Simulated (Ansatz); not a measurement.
Stepwise reaction of `C[Si](C)(O)O` with hydrogen, as a gas-phase model of exchange steps in deposition or etching. ΔE in kJ/mol; ΔG adds harmonic PBE0-D4 terms to CCSD(T)/CBS, at 1 bar.

Computed with Ansatz on PBE0-D4/def2-TZVP structures; ΔE is electronic, products minus reactants. CBS: MP2 limit from def2 TZ/QZ plus the TZ coupled-cluster correction, frozen cores. This one scheme is used for every species. DFT in def2-TZVPP. B3LYP here is the variant with VWN-RPA as its local correlation; programs differ in this. One conformer a species, not always the lowest.

| step | reaction | PBE-D4 | B3LYP-D4 | ωB97M-V | CCSD(T)/CBS | ΔG(500 K) |
| --- | --- | --- | --- | --- | --- | --- |
| 1 | `C[Si](C)(O)O` + H₂ → `C[SiH](O)O` + CH₄ | -20.8 | -25.2 | -21.8 | -22.3 | -12.7 |
| 2 | `C[SiH](O)O` + H₂ → `O[SiH2]O` + CH₄ | -13.6 | -18.9 | -15.1 | -16.1 | -7.8 |

Question: By hand: ΔE of the 2 steps together at CCSD(T)/CBS.

Answer: (-22.3) + (-16.1) = -38.4 kJ/mol, or -19.2 kJ/mol a step.

In ΔE each step is higher than the one before. All are downhill at CCSD(T)/CBS. ΔG lies between -12.7 and -7.8 kJ/mol a step. PBE-D4 differs from CCSD(T)/CBS by 1.5 to 2.5 kJ/mol a step. Isolated molecules leave out the surface, adducts and barriers. Largest T1 diagnostic: 0.011.
